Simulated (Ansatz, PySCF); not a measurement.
C2H4FNSi, SMILES F[C@@H]1N=C[SiH2]1. Atoms are numbered in the order given.

```xyz
9

F     -0.9853    -1.6677    -0.1508
C     -0.6048    -0.4914     0.4444
N     -1.1044     0.6884    -0.2983
C     -0.0438     1.4176    -0.4436
Si     1.2041     0.1529     0.1935
H     -1.0246    -0.4728     1.4654
H     -0.1071     2.4196    -0.8898
H      2.1277     0.4427     1.3288
H      1.9544    -0.5504    -0.8797
```
Charge 0, spin multiplicity 1.

Geometry optimised at TPSSh-D3(BJ)/def2-SVP. The structure was generated by enumeration; whether it is a known compound was not checked.

Two levels are set side by side: PBE-D3(BJ)/def2-SVP (Ansatz, an electronic-structure program) and TPSSh-D3(BJ)/def2-SVP (PySCF). Each level has its own optimised geometry; the coordinates shown are those of the second. Frequencies come from the Hessian of PySCF at each geometry. Differences are taken from unrounded values.

```
quantity                            TPSSh-D3(BJ)  PBE-D3(BJ)  PBE-D3(BJ) minus TPSSh-D3(BJ)
----------------------------------  ------------  ----------  -----------------------------
mean bond length (Å)                       1.462       1.471                          0.010
bond F1–C2 (Å)                             1.372       1.371                         -0.001
bond C2–N3 (Å)                             1.481       1.480                         -0.001
bond C2–Si5 (Å)                            1.937       1.954                          0.017
bond N3–C4 (Å)                             1.295       1.302                          0.006
bond C4–Si5 (Å)                            1.887       1.897                          0.009
bond C2–H6 (Å)                             1.104       1.115                          0.010
bond C4–H7 (Å)                             1.099       1.108                          0.009
bond Si5–H8 (Å)                            1.492       1.510                          0.018
bond Si5–H9 (Å)                            1.486       1.503                          0.017
highest harmonic wavenumber (cm⁻¹)          3136        3062                            -74
mean harmonic wavenumber (cm⁻¹)             1187        1145                            -42
zero-point energy (kcal/mol)               35.65       34.38                          -1.27
```

Exact exchange shortens and stiffens bonds; PBE has none. Differences between two approximate levels are no errors against the true value.
